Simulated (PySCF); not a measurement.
Static response to an electric field

Compound: C4H3Cl3.
Structure used (GFN2-xTB), in Å, numbered top down from 1:
```
atom  x, y, z in Å
C1     1.915   -0.722   -0.717
C2     0.611   -0.229   -0.361
C3    -0.477    0.182   -0.058
C4    -1.771    0.670    0.302
Cl5   -1.780    1.233    2.000
Cl6   -2.997   -0.621    0.130
Cl7   -2.239    2.038   -0.750
H8     1.819   -1.659   -1.262
H9     2.426    0.006   -1.345
H10    2.502   -0.892    0.185
```

Level: B3LYP/def2-SVPD (PySCF), static field, nuclei fixed, core orbitals frozen in the response. The polarisability tensor in these axes (au):

```
x   111.77 -11.22  -8.24
y   -11.22  86.31   3.11
z    -8.24   3.11  84.36
```

**Question.** Diagonalise the tensor; give its mean and Δα, where Δα² is half the sum of the squared differences of the eigenvalues.

**Answer.** Principal values 82.07, 82.08 and 118.29 au; mean 94.15 au = 13.95 Å³ = 15.52 × 10⁻⁴⁰ C²·m²/J; Δα = 36.22 au (38 % of the mean).

**Question.** What is the dipole moment, and where does it point?

**Answer.** (2.88, -1.09, -0.80) D, 3.18 D in size, pointing from the negative to the positive side. Measured along this direction, the outermost atoms are Cl7, Cl6 and Cl5 at the negative end and H9, H8 and H10 at the positive end.

**Question.** Traceless (Buckingham) quadrupole moment about the centre of nuclear charge: eigenvalues?

**Answer.** -5.61, -5.60, 11.20 D·Å. The values depend on the origin, since the dipole doesn't vanish. The electronic extent ⟨r²⟩ about the same centre is 1440 bohr², a root-mean-square distance of 2.27 Å for the 78 electrons.

**Question.** Estimate the molar refractivity from the static electronic polarisability.

**Answer.** Lorentz–Lorenz: R = (4π/3)N_A α = 2.5225 cm³/(mol·Å³) × 13.95 Å³ = 35.2 cm³/mol, in the limit of long wavelengths.

**Question.** Sum over states: ᾱ = Σ f/ω², ω in Eh. What share falls to these 8 lowest TDDFT singlets (eV, f)? 5.51, 0.0000; 5.60, 0.0017; 5.60, 0.0017; 5.79, 0.0003; 5.79, 0.0003; 6.00, 0.0000; 6.24, 0.0075; 6.24, 0.0074.

**Answer.** They add up to 0.38 au, 0.4 % of the 94.15 au; the largest single term is 0.14 au, from the state at 6.24 eV. Terms in order: 0.00, 0.04, 0.04, 0.01, 0.01, 0.00, 0.14, 0.14 au. Higher excitations give the rest. The strengths listed sum to 0.019.

**Question.** What depolarisation ratio follows for Rayleigh scattering of linearly polarised light, taking the static tensor?

**Answer.** ρ = 3Δα²/(45ᾱ² + 4Δα²) = 3935.3/(398877 + 5247.1) = 0.00974.

**Question.** Orientational against electronic polarisability at 250 K (dilute gas, rigid molecules)?

**Answer.** In Gaussian units μ²/3kT = 97.69 Å³ against 13.95 Å³, a ratio of 7.00; the Debye molar polarisation (4π/3)N_A(α + μ²/3kT) is 281.6 cm³/mol, leaving out the vibrational part.

Isolated species at its GFN2-xTB geometry, gas phase.
